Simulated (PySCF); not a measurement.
Dipole moment and polarisability of `FC(F)(F)[SiH2]CN[SiH3]`

Species: C2H8F3NSi2.
Numbering: `[F:1][C:2]([F:3])([F:4])[SiH2:5][CH2:6][NH:7][SiH3:8]` (hydrogens: H9, H10 on Si5; H11, H12 on C6; H13 on N7; H14, H15, H16 on Si8)

Structure used (GFN2-xTB), in Å, numbered top down from 1:
```xyz
16
C2H8F3NSi2 angstrom
F      2.7965   -0.9899   -0.8529
C      2.3521   -0.2334    0.1732
F      3.4475    0.3183    0.7308
F      1.8687   -1.1028    1.0879
Si     1.0307    1.0893   -0.3906
C     -0.4164    0.0581   -1.1014
N     -1.0857   -0.7857   -0.1335
Si    -2.4078   -0.2710    0.8376
H      1.7239    1.8875   -1.3976
H      0.7018    1.8110    0.8344
H     -0.0515   -0.5687   -1.9263
H     -1.1664    0.7274   -1.5268
H     -0.4769   -1.4987    0.2376
H     -3.3664    0.3112   -0.1043
H     -2.0803    0.7513    1.8469
H     -2.8775   -1.4951    1.4760
```

Level: B3LYP/def2-SVPD (PySCF), static field, nuclei fixed, core orbitals frozen in the response. The polarisability tensor in these axes (au):

```
x   100.76   5.32  -4.74
y     5.32  83.99  -2.19
z    -4.74  -2.19  83.76
```

Problem. What are the eigenvalues, a third of the trace, and Δα (Δα² = ½Σ(αi − αj)² over the three pairs)?

Solution. Principal values 81.67, 83.18 and 103.64 au; mean 89.50 au = 13.26 Å³ = 14.76 × 10⁻⁴⁰ C²·m²/J; Δα = 21.25 au (24 % of the mean).

Problem. What is the dipole moment, and where does it point?

Solution. (-1.61, 1.28, -0.92) D, 2.25 D in size, pointing from the negative to the positive side. Measured along this direction, the outermost atoms are F3 at the negative end and H14 at the positive end.

Problem. Estimate the molar refractivity from the static electronic polarisability.

Solution. Lorentz–Lorenz: R = (4π/3)N_A α = 2.5225 cm³/(mol·Å³) × 13.26 Å³ = 33.5 cm³/mol, in the limit of long wavelengths.

Problem. In TDDFT the mean static polarisability is Σ f/ω² over all singlet excitations (ω in hartree). How much of it do the 8 lowest give? Their energies (eV) and oscillator strengths: 5.29, 0.0050; 5.66, 0.0337; 6.19, 0.0157; 6.38, 0.0417; 6.53, 0.0097; 6.70, 0.0071; 6.82, 0.0757; 6.98, 0.0283.

Solution. They add up to 3.89 au, 4.3 % of the 89.50 au; the largest single term is 1.21 au, from the state at 6.82 eV. Terms in order: 0.13, 0.78, 0.30, 0.76, 0.17, 0.12, 1.21, 0.43 au. Higher excitations give the rest. The strengths listed sum to 0.217.

Problem. What are the principal values of the traceless quadrupole moment, Θ = ½Σq(3rr − r²1), about the centre of nuclear charge?

Solution. -7.41, 1.01, 6.39 D·Å. The values depend on the origin, since the dipole doesn't vanish. The electronic extent ⟨r²⟩ about the same centre is 1773 bohr², a root-mean-square distance of 2.46 Å for the 82 electrons.

Problem. Find the Langevin capture rate constant for H3O+ (19.018 u) meeting this molecule (159.015 u), k = 2.342 × 10⁻⁹ cm³/s × √(α in Å³ / reduced mass in u).

Solution. The reduced mass is 16.99 u, so k = 2.07 × 10⁻⁹ cm³/s. The formula leaves out the permanent dipole, which adds to the capture rate.

Problem. Orientational against electronic polarisability at 350 K (dilute gas, rigid molecules)?

Solution. In Gaussian units μ²/3kT = 35.03 Å³ against 13.26 Å³, a ratio of 2.64; the Debye molar polarisation (4π/3)N_A(α + μ²/3kT) is 121.8 cm³/mol, leaving out the vibrational part.

The structure is a single GFN2-xTB conformer in the gas phase; no vibrational or solvent corrections.
